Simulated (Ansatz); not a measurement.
Consider the formal exchange of groups at a B–C bond: `B[CH2][GeH2][CH3]` + `B[SiH2]F` → `B[SiH](B)F` + `[CH3][GeH2][CH3]`.

Gas-phase electronic energies from Ansatz, PBE0-D4/def2-TZVP geometries. CCSD(T)/CBS adds triple-zeta CCSD(T) − MP2 to the extrapolated MP2 energy (def2 sets, frozen cores). DFT in def2-TZVPP. B3LYP here is the variant with VWN-RPA as its local correlation; programs differ in this. For Ge outer-core shells are correlated without core-valence functions, which leaves a few kJ/mol of doubt a bond. Scalar relativity is left out up to krypton. One conformer a species, not always the lowest.

Problem. Is it downhill or uphill in electronic energy at CCSD(T)/CBS, and by how much? (Estimate.)

Solution. Computed: Uphill: ΔE = +44.2 kJ/mol.

Problem. What do these levels give: PBE-D4, B3LYP-D4, PBE, B3LYP, HF/def2-TZVPP, MP2/def2-TZVPP, CCSD/def2-TZVPP, CCSD(T)/def2-TZVPP, HF/def2-QZVPP, SCS-MP2/def2-QZVPP, HF/CBS(def2), MP2/CBS(def2)? (An estimate is asked.)

Solution. Ansatz gave: PBE-D4 36.7, B3LYP-D4 39.6, PBE 35.4, B3LYP 37.4, HF/def2-TZVPP 36.6, MP2/def2-TZVPP 52.3, CCSD/def2-TZVPP 42.1, CCSD(T)/def2-TZVPP 43.9, HF/def2-QZVPP 37.0, SCS-MP2/def2-QZVPP 48.5, HF/CBS(def2) 37.0, MP2/CBS(def2) 52.6 kJ/mol.

Largest T1 diagnostic among the species: 0.013.

In def2-TZVPP, CCSD(T) changes the Hartree–Fock value by +7.2 kJ/mol (the triples alone add +1.7 kJ/mol) and MP2 by +15.6 kJ/mol. From PBE to PBE0 (25 % exact exchange), in def2-TZVPP and without D4, ΔE moves by +3.0 kJ/mol.
